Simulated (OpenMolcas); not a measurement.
A run on Ce²⁺.

| Item | Value |
| --- | --- |
| Program | OpenMolcas |
| Method | SS-CASPT2, IPEA 0 Eh, sigma1 regulariser 0.05 Eh (closed shells correlated: 4d 5s 5p) |
| Basis | ANO-R2 [8s6p5d2f1g] |
| Scalar Hamiltonian | X2C, finite nucleus |
| Active space | 2 electrons in 7 orbitals (4f) |
| State averaging | 2S+1 = 3 even, 21 roots; 2S+1 = 1 even, 27 roots kept (CI in the orbitals of an earlier block) |
| Spin-orbit coupling | state interaction with AMFI integrals over the reference wave functions, term energies averaged over their components |

First CASPT2 step and the start of its output:

```
&CASPT2
Multistate=21 1 2 3 4 5 6 7 8 9 10 11 12 13 14 15 16 17 18 19 20 21
NoMult
Frozen=9 9
IPEA=0.0
Sig1=0.05
MaxIter=60
WThr=0.0 0.3 0.05
PrWF=0.5
NoMix
```

```
--- CASPT2 ---
Orbital specifications:
      -----------------------

      Symmetry species                           1   2
                                                ag  au
      Frozen orbitals                            9   9
      Inactive orbitals                          6   3
      Active orbitals                            0   7
      Secondary orbitals                        27  13
      Deleted orbitals                           0   0
      Number of basis functions                 42  32
Type of calculation                        SS-CASPT2
      Fock operator                              state-specific
      IPEA shift                                 0.00
      Real shift                                 0.00
      Imaginary shift                            0.00
      Sigma^1 regularizer                        0.05
      The input orbitals will be transformed to quasi-canonical
Reference energy:       -8855.7781912662
      E2 (Non-variational):      -0.6135047535
      Shift correction:          -0.0000001047
      E2 (Variational):          -0.6135048582
      Total energy:           -8856.3916961244
      Residual norm:              0.0000008000
      Reference weight:           0.88597
      Contributions to the CASPT2 correlation energy
      Active & Virtual Only:         -0.0069670214
      One Inactive Excited:          -0.1125599672
      Two Inactive Excited:          -0.4939777650
Reference energy:       -8855.7781912661
      E2 (Non-variational):      -0.6134043963
      Shift correction:           0.0000000332
      E2 (Variational):          -0.6134043632
      Total energy:           -8856.3915956293
      Residual norm:              0.0000005038
      Reference weight:           0.88604
...
```

Over all roots the printed reference weights run from 0.58 to 0.89, and roots that are degenerate in the reference spread by up to 4200 cm-1.

Problem. Did the run give usable levels, and if not, why?

Solution. No. The equations converged, but the reference weight falls to 0.58 for at least one root against 0.89 for the best. A drop of that size marks an intruder state, so the energies of such roots and the levels built on them can't be trusted.
